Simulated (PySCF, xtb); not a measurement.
3-methylsulfanylbuta-1,2-diene (C₅H₈S), SMILES C=C=C(C)SC. Other conformers were not sampled.

Harmonic wavenumbers (cm⁻¹) from GFN2-xTB run with xtb at its own minimum, in rising order: 33, 122, 137, 153, 214, 255, 296, 400, 482, 581, 615, 717, 855, 937, 940, 947, 957, 1034, 1083, 1293, 1311, 1391, 1435, 1450, 1454, 1473, 1484, 2072, 2997, 3017, 3023, 3030, 3035, 3059, 3067, 3073.

Question: What does PBE0-D3(BJ)/def2-SVP in PySCF give at its own minimum? (Estimate from the structure and the level; the computed values follow.)

Answer: 38, 151, 155, 163, 217, 279, 325, 487, 526, 609, 650, 736, 870, 942, 958, 973, 990, 1039, 1125, 1277, 1326, 1380, 1434, 1439, 1448, 1457, 1474, 2088, 3053, 3060, 3140, 3141, 3171, 3172, 3180, 3232. Paired by order, the mean absolute difference is 40 cm⁻¹ and the zero-point energies are 69.2 and 71.1 kcal/mol.
